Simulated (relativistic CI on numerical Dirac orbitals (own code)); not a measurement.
One change at a time: Tb29+

Base calculation: Dirac-Coulomb-Breit CI, separate exchange-only KLI orbitals for each configuration, model QED, unscaled Slater integrals.

CI space (outside the closed core [Ar] 3d10): 4s²4p⁶, 4s²4p⁵4d, 4s4p⁶4d, 4s²4p⁵4f, 4s4p⁶4f, 4s²4p⁵5s, 4p⁶4d4f, 4s²4p⁵5p, 4s4p⁶5s, 4s²4p⁵5d, 4s4p⁶5p, 4s²4p⁵5f, 4s²4p⁵5g, 4s4p⁶5d, 4s²4p⁵6s, 4p⁶4f5s, 4s4p⁶5f, 4s²4p⁵6p, 4s²4p⁵6d, 4s4p⁶5g, 4s²4p⁵6f, 4p⁶4d², 4p⁵4d³, 4p⁵4d²4f, 4p⁵4d²5s, 4p⁵4d²5p, 4p⁶4f², 4p⁵4d4f², 4p⁵4f³, 4p⁵4f²5s, 4p⁵4f²5p, 4p⁶4d5s, 4p⁵4d4f5s, 4p⁵4d5s², 4p⁵4d5s5p. Double excitations out of closed p, d and f shells are left out; levels of such configurations are missing from the list, as are those of other unlisted configurations, and high levels can miss mixing partners. These lack a partner that the ground configuration has and come out too high: 4s²4p⁵5d, 4s²4p⁵5f, 4s²4p⁵5g, 4s²4p⁵6s, 4s²4p⁵6p.

Variants: (1) P86 correlation estimate; (2) Breit term removed; (3) one mean potential for all configurations. Shifts of the energy above 4s²4p⁶ ¹S0, in eV, for the lowest level and the first level of each name with at least 55 % of one term (blank where a level changes its place among those of its configuration and J or its character, or is not in the variant):

```
        Level     Base    Δ(1)    Δ(2)    Δ(3)
   4s²4p⁶ ¹S0    0.000   0.000   0.000   0.000
4s²4p⁵4d ³P°0  117.205  +0.162  +0.275  -0.010
4s²4p⁵4d ³P°1  120.357  +0.162  +0.332  -0.010
4s²4p⁵4d ³F°3  123.364  +0.164  +0.339  -0.010
4s²4p⁵4d ³F°4  129.564  +0.164  +0.578  -0.010
4s²4p⁵4d ³D°3  136.447  +0.162  +0.546  -0.010
4s²4p⁵4d ³D°1  147.513  +0.162  +0.561  -0.011
4s²4p⁵4d ³F°2  166.835  +0.164  +0.853  -0.011
4s²4p⁵4d ¹P°1  188.670  +0.162  +0.797  -0.013
  4s4p⁶4d ³D1  249.923  +0.506  +0.357  -0.011
  4s4p⁶4d ³D2  252.977  +0.462  +0.417  -0.009
  4s4p⁶4d ³D3  260.255  +0.460  +0.609  -0.009
  4s4p⁶4d ¹D2  271.015  +0.308  +0.501   0.000
 4s²4p⁵4f ³G5  283.223  +2.023  +0.922  -0.102
 4s²4p⁵4f ³G4  283.308  +2.023  +0.784  -0.101
 4s²4p⁵4f ³D1  284.595  +1.757  +0.666  -0.086
 4s²4p⁵4f ³D2  286.388  +1.773  +0.725  -0.086
 4s²4p⁵4f ³F4  289.058  +2.023  +0.890  -0.100
 4s²4p⁵4f ¹D2  292.709  +1.991  +0.839  -0.100
 4s²4p⁵4f ³G3  328.057  +2.023  +1.298  -0.102
 4s4p⁶4f ³F°2  416.366  +2.095  +0.742  -0.083
 4s4p⁶4f ³F°3  416.973  +2.096  +0.793  -0.083
```

At this charge energies of transitions that change n are usually good to better than 1 %, and those within a shell (Δn = 0) to a few per cent.

Ionisation energy from the two ground configurations alone: base 1164.86 eV; P86 correlation estimate 1166.81 eV; Breit term removed 1165.72 eV. The NIST ASD value (theoretical) is 1165 eV.

LS names give the leading component of a level, which can be under half, so a name can repeat, a term be missing and a line seem to break the LS rules.
